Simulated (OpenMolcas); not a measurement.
# Ar2+: the spin-orbit constant, Slater's ratio, worked from levels

```
Program             : OpenMolcas 26.06
Basis               : ANO-RCC-VTZP [5s4p2d1f]
Scalar Hamiltonian  : DKH2, point nucleus
Active space        : 4 electrons in 3 orbitals (3p)
State averaging     : 2S+1 = 3 even, 3 roots; 2S+1 = 1 even, 6 roots
Spin-orbit coupling : state interaction with AMFI integrals over the reference wave functions, term energies averaged over their components
```

Methods: CASSCF; SS-CASPT2, IPEA 0.25 Eh, imaginary shift 0.1 Eh (closed shells correlated: 2s 2p 3s). Measured levels: Saloman, J. Phys. Chem. Ref. Data 39, 033101 (2010).

**The spin-orbit constant.** For the Hund term ³P of p4, E(J) = (A/2) J(J+1) + constant and ζ = -2S·A = -2A. From J = 0 to J = 2 the energy changes by 3 A.

```json
{"Source": "CASSCF", "E(2) - E(0)": "-1477.6", "A": "-492.5", "ζ": "985"}
{"Source": "SS-CASPT2", "E(2) - E(0)": "-1473.2", "A": "-491.1", "ζ": "982"}
{"Source": "measured", "E(2) - E(0)": "-1570.2", "A": "-523.4", "ζ": "1047"}
```

All in cm-1. SS-CASPT2 is off by -6.2 % and CASSCF by -5.9 %. Both methods take the spin-orbit matrix elements from the reference wave functions, so the second can move ζ only through the term energies and any multistate remixing. Second-order mixing with other terms is absorbed into this ζ.

**Slater's ratio.** With one set of orbitals, p4 has ¹D - ³P = 6 F2 and ¹S - ¹D = 9 F2 (F2 = F²/25), a ratio of 3/2. Term energies are centres of gravity, weighted by 2J + 1.

```csv
Source,¹D - ³P,¹S - ³P,F2 from the first,Ratio
CASSCF,16501,41085,2750,1.490
SS-CASPT2,14065,34764,2344,1.472
measured,13465,32721,2244,1.430
```

Energies in cm-1. A ratio away from 3/2 shows effects beyond one configuration with one set of orbitals, and in heavier atoms second-order spin-orbit shifts.

Term energies are means over components that CASPT2 splits; among the terms shown or strongly mixed into the levels shown the widest spread is 130 cm-1 (3s² 3p⁴ ¹D, SS-CASPT2). With the s shell closed, the reference lacks s² → p² mixing. Computed and measured levels are paired by configuration, term and J; levels that our copy of the source lacks, or whose pairing is in doubt (as where it misses far off the trend of its configuration), stay unpaired and out of the deviations. Levels of configurations outside the active space are missing.
